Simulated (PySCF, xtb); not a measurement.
C3H6FNSi, SMILES F[SiH2]N1C=CC1. Other conformers were not sampled.

Harmonic wavenumbers (cm⁻¹) from GFN2-xTB in xtb at its own minimum, in rising order: 46, 101, 139, 280, 419, 536, 546, 565, 674, 737, 793, 817, 824, 946, 969, 987, 1051, 1070, 1110, 1166, 1218, 1378, 1441, 1614, 2271, 2342, 2984, 2998, 3133, 3193.

Problem. What does PBE-D3(BJ)/def2-SVP (PySCF 2.14.0) give at its own minimum? (An estimate is asked for; the answer gives what the named calculation found.)

Solution. 77, 86, 185, 266, 424, 517, 637, 638, 761, 827, 854, 874, 911, 922, 941, 956, 1032, 1055, 1064, 1173, 1210, 1329, 1398, 1567, 2203, 2216, 2979, 3043, 3135, 3220. Paired by order, the mean absolute difference is 42 cm⁻¹ and the zero-point energies are 52.0 and 52.2 kcal/mol.
